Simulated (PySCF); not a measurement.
**A search over the determinants of CaS**

Unrestricted PBE0; Ca pcseg-1, S pcseg-1; no relativity (PySCF 2.14). Outer shells of the fragments: Ca 4s2; S 3s2 3p4.

Followed along the bond (rough minima from three points):

| 2Ms+1 | unpaired | ⟨S²⟩ at the start | R at minimum (Å) | Te (eV) |
| --- | --- | --- | --- | --- |
| 1 | none | 0.00 | 2.31 | 0.00 |
| 3 | σ ↑, π ↑ | 2.00 | 2.59 | 0.90 |
| 1 | σ ↓, π ↑ | 1.00 | 2.59 | 0.92 |
| 3 | σ ↑↑ | 2.00 | 2.47 | 1.49 |

Solutions found at the starting distance of 2.575 Å, counted from the lowest of them; the search is not exhaustive and high or unbound solutions are not listed, so other states can lie among these:

```tsv
2Ms+1	unpaired	term	E (eV)	⟨S²⟩	⟨Lz²⟩	μ (D)
1	none	¹Σ⁺	0.00	0.00	0.00	-11.59
3	σ ↑, π ↑	³Π	0.51	2.00	1.01	-4.48
1	σ ↓, π ↑	mixed	0.53	1.00	1.01	-4.47
3	σ ↑↑	³Σ⁺	1.14	2.00	0.00	-4.42
3	π ↑↑	mixed	2.37	2.00	2.01	-5.52
1	π ↑↓	mixed	2.41	1.01	2.01	-5.51
3	π ↑↑	mixed	2.42	2.00	2.01	-5.56
3	π ↑, δ ↑	mixed	2.78	2.00	5.01	-8.60
1	π ↑, δ ↓	mixed	2.79	1.01	5.01	-8.58
```

A term symbol is given only where ⟨S²⟩ and ⟨Lz²⟩ are close to those of a pure state; real π, δ and φ orbitals otherwise mix terms. A positive dipole means Ca(−)S(+).

Q: Compare the gap between the two lowest followed solutions at the starting distance with the gap between their minima.

A: At PBE0 the second solution (triplet, unpaired electrons σ ↑, π ↑) lies +0.51 eV from the first (singlet, closed shell) at 2.575 Å and +0.90 eV at the minima; the two curves relax by different amounts, since their minima lie near 2.59 and 2.31 Å.

The measured ground state is X ¹Σ+ (Huber and Herzberg, Constants of Diatomic Molecules (1979)).

Counting both spins, an empty level lies below a filled one in some of these solutions, because spin and occupation are held.
